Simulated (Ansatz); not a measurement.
Job for Ansatz (a quantum-chemistry and plane-wave program): R-wB97X-V/def2-TZVPP on C2H6Sn (SMILES [CH3][Sn][CH3]), a point of a torsion scan. Elements past Kr take the def2 small-core potentials; no spin–orbit coupling.

Ansatz 0.2 input:
```yaml
crystal:
  periodic: [false, false, false]
  atoms:
    - {symbol: C, position_ang: [1.64942732, -0.06408069, 0.07955461]}
    - {symbol: Sn, position_ang: [0.04321774, 0.60631953, -1.36679413]}
    - {symbol: C, position_ang: [-1.64762924, 0.30182956, 0.10225056]}
    - {symbol: H, position_ang: [2.18751313, -0.93054830, -0.30743636]}
    - {symbol: H, position_ang: [2.39310845, 0.71928694, 0.23202637]}
    - {symbol: H, position_ang: [1.25289531, -0.33420391, 1.05623173]}
    - {symbol: H, position_ang: [-1.67452210, -0.73345218, 0.44203829]}
    - {symbol: H, position_ang: [-2.63041114, 0.53982619, -0.30407384]}
    - {symbol: H, position_ang: [-1.49870574, 0.92255781, 0.98578426]}
basis:
  gaussian:
    orbitals: def2-TZVPP
hamiltonian:
  xc: {name: wB97X-V}
scf: {lower_state_search: off}
```

Output:

```
WARN ansatz: RAYON_NUM_THREADS=1 ignored (pool sized by the plan → 1); use --threads N
Functional definition: wB97X-V
these checks for a lower state are left out or cut short: stability, starts, cluster_reference, orbital_swaps, neighbouring_geometries, increment
integrals: 0.13 GiB planned
1146 factors; their error is unknown
integrals: 0.16 GiB planned
291 factors; integrals over basis functions are off by at most 9.0e-6 eV
mean field: 1.15 GiB planned
mean field evaluation 1: about -7995.0877 eV, gradient 5.5e1 eV
mean field evaluation 2: about -7996.8774 eV, gradient 4.8e1 eV
mean field evaluation 4: about -8002.4104 eV, gradient 1.4e0 eV
mean field evaluation 8: about -8002.4645 eV, gradient 4.2e-1 eV
mean field evaluation 16: about -8002.4647 eV, gradient 1.8e-5 eV
mean field -8002.46469787 eV, -294.0851533814 hartree, gradient 4.4e-6 eV, S^2 0.000000; 0 other end points of the search recorded, 0 dependent functions left out
reference -8002.46469582 eV, -294.0851533059 hartree; 20, 20 occupied and 176, 176 virtual orbitals, 1146 factors
Total energy: -8002.46469582 eV, -294.0851533059 hartree
Checks for a lower state left out: stability, starts, cluster_reference, orbital_swaps, neighbouring_geometries, increment
```

The calculation finished and met its thresholds.

Cost: roughly 4 core-seconds.
